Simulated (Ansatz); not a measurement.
The first iterations of a band of ClFGeH2 + H3P (9 atoms, charge 0, multiplicity 1).

Method: Ansatz, RKS revPBE-D4/def2-SVP.

* movable images: 9
* climbing image: yes
* spring: 5.0 eV/Å²
* optimiser: quadratic models (default)
* start path: through a guess of the saddle point
* force threshold: 0.05 eV/Å
* iteration limit: 10
* end points: relaxed

Image 0:

```xyz
9
Properties=species:S:1:pos:R:3
Ge 0.509 0.027 -0.134
Cl 0.990 -0.058 1.982
H 1.827 0.052 -0.943
H -0.501 1.172 -0.373
F -0.309 -1.482 -0.531
P -3.245 0.207 1.232
H -2.704 -0.933 0.537
H -4.062 -0.617 2.087
H -2.155 0.215 2.175
```

Image 10:

```xyz
9
Properties=species:S:1:pos:R:3
Ge -0.515 -0.322 -0.239
Cl 0.377 1.291 2.907
H 0.672 -1.134 0.336
H -0.154 1.132 -0.633
F -0.995 -1.136 -1.743
P -2.333 -0.349 1.241
H -3.298 -0.006 0.233
H -2.542 -1.767 1.129
H -0.861 0.872 2.803
```

| iteration | highest image above the first end (eV) | largest band force component (eV/Å) |
| --- | --- | --- |
| 1 | 4.952 | 13.650 |
| 2 | 3.198 | 5.062 |
| 3 | 2.530 | 1.944 |

**Question.** Does the band converge within its limit, and where does its top end?

**Answer.** The run ended unconverged. It ended after 10 iterations with the highest image 2.076 eV above the first end. The band didn't meet its force threshold, so its energies are provisional: the largest band force was still 0.42 eV/Å, and over the last iterations the top moved between 2.08 and 2.15 eV. The orbitals stay closed-shell, which can raise the energy where a bond breaks towards radicals; this wasn't checked here.

The run took 2.2 min on 2 threads of Intel(R) Xeon(R) Platinum 8488C (Sapphire Rapids) (shared host), peak memory 0.18 GiB.
